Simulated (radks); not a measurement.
The numbers below are computed, except where a source is named.
Question: These are the eigenvalues of the occupied orbitals of an atom or ion with whole-number occupations (eV). Level of theory: non-relativistic Kohn-Sham, PBE, spin-polarised, spherical densities, point nucleus (a radial shooting solver on a logarithmic mesh with Libxc functionals).

orbital  eigenvalue
1s up     -13000.39
1s down   -12998.17
2s up     -2249.482
2s down   -2247.818
2p up     -2094.959
2p down   -2092.497
3s up     -775.1029
3s down   -767.2934
3p up     -722.2861
3p down   -714.4723

Which element is it, and in what charge state? The configuration may be excited. Open shells, if any, are filled with parallel spins first.

Answer: Z = 34, selenium, charge +18: Se18+ in [Ne] 3s2 3p4. The list shows which subshells hold electrons but not how many an open one holds; the 1s level, -477.76 hartree, gives Z - s = 30.9 by -(Z - s)^2/2, which with screening narrows Z to a few neighbours, and the depths of the outer levels then fix element, charge and occupations together.
